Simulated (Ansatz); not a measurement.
HFSi, triplet, at a GFN2-xTB geometry (the spin is typed, not shown lowest); CAM-B3LYP/cc-pV(D+d)Z (Ansatz, a program for electronic structure).

The Ansatz input:
Ansatz 0.2 input:
```yaml
crystal:
  periodic: [false, false, false]
  atoms:
    - {symbol: Si, position_ang: [-0.27501764, -0.36212192, 0.39020993]}
    - {symbol: H, position_ang: [-0.98090129, -1.29162124, -0.45498644]}
    - {symbol: F, position_ang: [0.53679425, 0.70681423, -0.55643917]}
basis:
  gaussian:
    orbitals: cc-pV_D+d_Z.json
hamiltonian:
  xc: cam_b3lyp
magnetization: {spin_polarized: true, initial_magnetization: 2}
```
The basis file holds cc-pV(D+d)Z in the JSON format of the Basis Set Exchange.

Question: What does Ansatz print? Leave out banner, timings and long lists.

Answer: 
```
Functional definition: CAM-B3LYP
429 factors; integrals over basis functions are off by at most 1.2e-3 eV
117 factors; integrals over basis functions are off by at most 1.0e-5 eV
mean field evaluation 1: about -10606.9073 eV, gradient 1.9e1 eV
mean field evaluation 2: about -10605.7414 eV, gradient 2.9e1 eV
mean field evaluation 4: about -10608.2569 eV, gradient 4.1e-1 eV
mean field evaluation 8: about -10608.3079 eV, gradient 5.5e-2 eV
mean field evaluation 16: about -10608.3080 eV, gradient 7.2e-5 eV
mean field -10608.30799459 eV, -389.8481282319 hartree, gradient 7.2e-5 eV, S^2 2.002453; 0 other end points of the search recorded, 0 dependent functions left out
reference -10608.30807858 eV, -389.8481313185 hartree; 13, 11 occupied and 29, 31 virtual orbitals, 429 factors
Total energy: -10608.30807858 eV, -389.8481313185 hartree
```
